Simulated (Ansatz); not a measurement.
Ansatz (a program for electronic structure) input (CAM-B3LYP/def2-TZVPD):

Ansatz 0.2 input:
```yaml
crystal:
  periodic: [false, false, false]
  atoms:
    - {symbol: C, position_ang: [-0.92033281, 1.38411133, -0.82664068]}
    - {symbol: Si, position_ang: [0.00499469, 0.00859699, 0.02725713]}
    - {symbol: C, position_ang: [1.66284477, -0.29982055, -0.76887344]}
    - {symbol: C, position_ang: [-1.01359468, -1.55088516, 0.11615720]}
    - {symbol: F, position_ang: [0.28379105, 0.48846828, 1.54870904]}
    - {symbol: H, position_ang: [-1.13904258, 1.11821264, -1.86391540]}
    - {symbol: H, position_ang: [-1.86923944, 1.59016367, -0.32707292]}
    - {symbol: H, position_ang: [-0.33624910, 2.30673881, -0.83399394]}
    - {symbol: H, position_ang: [2.21810177, -1.07430827, -0.23566829]}
    - {symbol: H, position_ang: [1.54034460, -0.62843674, -1.80399664]}
    - {symbol: H, position_ang: [2.27151959, 0.60677637, -0.77567678]}
    - {symbol: H, position_ang: [-1.23577796, -1.92609684, -0.88600332]}
    - {symbol: H, position_ang: [-1.96338914, -1.37277315, 0.62470012]}
    - {symbol: H, position_ang: [-0.48381662, -2.33728266, 0.65778759]}
basis:
  gaussian:
    orbitals: def2-TZVPD
hamiltonian:
  xc: {name: CAM-B3LYP}
magnetization: {spin_polarized: true, initial_magnetization: 2}
```

Output:

```
Functional definition: CAM-B3LYP
integrals: 0.29 GiB planned
1462 factors; their error is unknown
integrals: 0.34 GiB planned
678 factors; integrals over basis functions are off by at most 3.3e-5 eV
0.41 GiB of the device are held for the grids
1.94 GiB of device memory are held for the factors and their scratch space
mean field: 2.12 GiB planned
mean field evaluation 1: about -13838.4293 eV, gradient 4.7e1 eV
mean field evaluation 2: about -13840.5209 eV, gradient 4.3e1 eV
mean field evaluation 4: about -13847.9474 eV, gradient 2.6e0 eV
mean field evaluation 8: about -13848.0129 eV, gradient 2.1e-1 eV
mean field evaluation 16: about -13847.9955 eV, gradient 7.6e-3 eV
mean field evaluation 32: about -13847.9955 eV, gradient 3.0e-4 eV
mean field evaluation 64: about -13847.9955 eV, gradient 1.3e-4 eV
mean field -13847.99552923 eV, -508.9044491905 hartree, gradient 3.1e-6 eV, S^2 2.005941; 11 other end points of the search recorded, 0 dependent functions left out
reference -13847.99567411 eV, -508.9044545150 hartree; 26, 24 occupied and 249, 251 virtual orbitals, 1462 factors
Total energy: -13847.99567411 eV, -508.9044545150 hartree
```

This state (charge 0, triplet) is run at the relaxed geometry of the species with charge 0 and multiplicity 1, and is a spin state other than that species' own.
